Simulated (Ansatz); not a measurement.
Calculated with Ansatz (gas phase, PBE0-D4/def2-TZVP geometries, no zero-point term in ΔE). CCSD(T)/CBS is the MP2 limit (def2-TZVPP, def2-QZVPP) plus CCSD(T) − MP2 in def2-TZVPP, frozen cores. DFT in def2-TZVPP. One conformer a species, not always the lowest.

Consider the substitution at a C–N bond: `CN[SiH](Cl)OC` + `FC([SiH3])S` → `CSC(F)[SiH3]` + `CO[SiH](N)Cl`.

```json
{"level": "ωB97M-V", "ΔE (kcal/mol)": "-8.3"}
{"level": "HF/def2-TZVPP", "ΔE (kcal/mol)": "-7.0"}
```

**Question.** What does CCSD(T)/CBS give? (Estimate.)

**Answer.** The calculation gave: -8.5 kcal/mol. The listed levels differ from it by 0.2, 1.5 kcal/mol.

Largest T1 diagnostic among the species: 0.012.

In def2-TZVPP, CCSD(T) changes the Hartree–Fock value by −0.8 kcal/mol (the triples alone add −0.3 kcal/mol) and MP2 by −1.9 kcal/mol.
